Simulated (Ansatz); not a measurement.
Reaction (formal hydrolysis of the Sn–C bond): `CO[C](=N)[SnH3]` + H₂O → `[OH][SnH3]` + `COC=N`

Computed with Ansatz on PBE0-D4/def2-TZVP structures; ΔE is electronic, products minus reactants. CCSD(T)/CBS is the MP2 limit (def2-TZVPP, def2-QZVPP) plus CCSD(T) − MP2 in def2-TZVPP, frozen cores. This one scheme is used for every species. Functionals use def2-TZVPP. B3LYP here is the variant with VWN-RPA as its local correlation; programs differ in this. def2 core potentials past Kr. For Sn outer-core shells are correlated without core-valence functions, which leaves a few kJ/mol of doubt a bond. Each species was taken in one conformer, which may not be the lowest.

| level | ΔE (kcal/mol) | difference from CCSD(T)/CBS |
| --- | --- | --- |
| PBE-D4 | -10.7 | 0.6 |
| r2SCAN-D4 | -12.7 | -1.4 |
| PBE0-D4 | -11.0 | 0.3 |
| B3LYP-D4 | -12.2 | -0.9 |
| ωB97X-V | -13.0 | -1.7 |
| ωB97M-V | -12.2 | -0.9 |
| B2PLYP | -13.3 | -2.0 |
| PBE | -11.9 | -0.6 |
| r2SCAN | -13.1 | -1.8 |
| PBE0 | -12.1 | -0.8 |
| B3LYP | -14.2 | -2.9 |
| HF/def2-TZVPP | -17.2 | -5.9 |
| MP2/def2-TZVPP | -10.7 | 0.6 |
| SCS-MP2/def2-TZVPP | -12.3 | -1.0 |
| CCSD/def2-TZVPP | -11.6 | -0.3 |
| CCSD(T)/def2-TZVPP | -10.8 | 0.5 |
| HF/def2-QZVPP | -17.6 | -6.3 |
| MP2/def2-QZVPP | -11.2 | 0.1 |
| SCS-MP2/def2-QZVPP | -12.7 | -1.4 |
| HF/CBS(def2) | -17.6 | -6.3 |
| MP2/CBS(def2) | -11.3 | 0.0 |
| CCSD/CBS(def2) | -12.2 | -0.9 |
| CCSD(T)/CBS | -11.3 | 0 |

Largest T1 diagnostic among the species: 0.014.

In def2-TZVPP, CCSD(T) changes the Hartree–Fock value by +6.4 kcal/mol (the triples alone add +0.9 kcal/mol) and MP2 by +6.4 kcal/mol. The D4 term adds +2.0 kcal/mol with B3LYP and +1.1 kcal/mol with PBE0; it sums over pairs of atoms, weighted by their polarisabilities, and B3LYP, whose exchange is more repulsive, gets the larger term.
